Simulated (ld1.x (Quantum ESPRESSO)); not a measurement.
## Before and after: TM potential for titanium

titanium, norm-conserving Troullier–Martins (Kleinman–Bylander form), made with ld1.x (Quantum ESPRESSO) 7.5 (PBE, scalar-relativistic). Core [Ne] 3s2, reference 3p6 3d2 4s0.5 4p0 (charge +1.5). Waves: 3p (bound): rc 1.40 bohr; 3d (bound): rc 2.25 bohr; 4s (bound): rc 2.35 bohr. Local part: the s channel. Core correction: a·sin(br)/r model core inside 1.25 bohr.

Change: all radii but the core radius scaled by about 0.81 (s 1.90, p 1.14, d 1.82 bohr).

Cutoffs: the cutoffs (Ry, on a coarse ladder) from which the occupation-weighted sum of valence levels, in a spherical-Bessel basis at the reference potential, stays within 10 and 1 mRy of its value at 400 Ry; they do not see the model core or the augmentation charge, which bear on the density cutoff. Errors are all-electron minus pseudo energies relative to the spin-unpolarised reference configuration.

Q: How do hardness, ghosts and transferability respond?

A: The potential gets harder (45 Ry and 80 Ry → 80 Ry and 110 Ry); the s channel binds one level more than in the base; of the 7 tests that both files solve, the error grows in 2 and shrinks in 4 by more than 15 % and 0.3 meV (median size 68.3 → 40.0 meV); neither file shows a bound ghost. A smaller radius makes the pseudo-wave follow the all-electron one further in, where it bends more sharply, so more plane waves are needed.

| quantity | base | changed |
| --- | --- | --- |
| cutoff, loose | 45 Ry | 80 Ry |
| cutoff, tight | 80 Ry | 110 Ry |
| loose cutoff by channel (10 mRy a level) | p 35 Ry, d 40 Ry, s 6 Ry | p 35 Ry, d 55 Ry, s 18 Ry |
| bound ghosts | none | none |
| error for 3p6 3d2 4s2 4p0, meV [ΔE -13.31 eV] | -2.9 | +15 |
| error for 3p6 3d2 4s1 4p0, meV [ΔE -5.97 eV] | -0.6 | +1.8 |
| error for 3p6 3d2 4s0 4p0, meV [ΔE 7.61 eV] | -2.9 | -1.6 |
| error for 3p6 3d3 4s1 4p0, meV [ΔE -12.21 eV] | -68 | -40 |
| error for 3p5 3d2 4s2 4p0, meV [ΔE 32.24 eV] | -661 | -57 |
| error for 3p6 3d3 4s0 4p0, meV [ΔE -5.92 eV] | -106 | -105 |
| error for 3p6 3d2 4s1 4p1, meV [ΔE -10.24 eV] | -504 | -397 |
